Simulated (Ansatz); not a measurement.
The cluster Mo5, relaxed as a singlet with RKS r2SCAN-D4/def2-SVP in Ansatz, starting from the GFN2-xTB geometry. Force threshold 0.02 eV/Å.

In the def2 sets Mo takes a core potential; there is no spin–orbit coupling. The relaxation made no stability test and no search for a lower SCF solution. No other spin state of charge 0 was run. The structure comes from a short search, and lower isomers may exist.

Start:

```xyz
5

Mo    0.039    0.044   -1.527
Mo    0.143   -1.335    0.727
Mo   -0.182    1.287    0.804
Mo   -1.933   -0.235   -0.058
Mo    1.932    0.239    0.055
```

| step | energy (eV) | largest force component (eV/Å) | SCF passes |
| --- | --- | --- | --- |
| 1 | -9277.5329 | 2.459 | 84 |
| 2 | -9278.1245 | 5.389 | 55 |
| 3 | -9279.0660 | 3.043 | 39 |
| 4 | -9279.5109 | 0.289 | 33 |
| 5 | -9279.5152 | 0.063 | 27 |
| 6 | -9279.5155 | 0.031 | 29 |
| 7 | -9279.5156 | 0.028 | 29 |
| 8 | -9279.5158 | 0.001 | 28 |

Force components are those of the run's own axes.

End:

```xyz
5

Mo    0.041    0.050   -1.612
Mo    0.151   -1.411    0.767
Mo   -0.192    1.361    0.845
Mo   -1.645   -0.202   -0.048
Mo    1.645    0.202    0.048
```

By distances, no bond broke or formed, bridged metal pairs apart. The bond that changes most is Mo4–Mo5, from 3.90 to 3.32 Å (atoms count from 1). Metal–metal contacts that move far: Mo4–Mo5 3.90 to 3.32 Å. The end is the same structure that another start reached.

No frequencies were taken in this run, so the end may be a saddle point.

It took 54 s on 4 threads of Arm Neoverse V1 on a shared host.
